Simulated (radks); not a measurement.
Problem. The mean radii <r> (bohr) of the occupied orbitals of an atom or ion are listed with their occupations. Method: non-relativistic Kohn-Sham, Wu-Cohen GGA, spin-polarised, spherical densities, point nucleus; computed with a radial shooting solver on a logarithmic mesh with Libxc functionals.

orbital  occ.      <r>
1s down     1  0.06159
1s up       1  0.06159
2s up       1   0.2829
2s down     1   0.2824
2p up       3   0.2486
2p down     3   0.2480
3s up       1   0.8515
3s down     1   0.8544
3p up       3   0.8903
3p down     3   0.8953
3d up       4    1.028

Name the element and its charge. Open shells, if any, are filled with parallel spins first.

Solution. Z = 25, manganese, charge +3: Mn3+ in [Ar] 3d4. The 1s radius gives Z: for a bare nucleus <r> = 1.5/Z, 0.06 bohr for Z = 25, and screening makes it slightly larger (0.06159 here). The occupations add up to 22, and the charge is Z minus that.
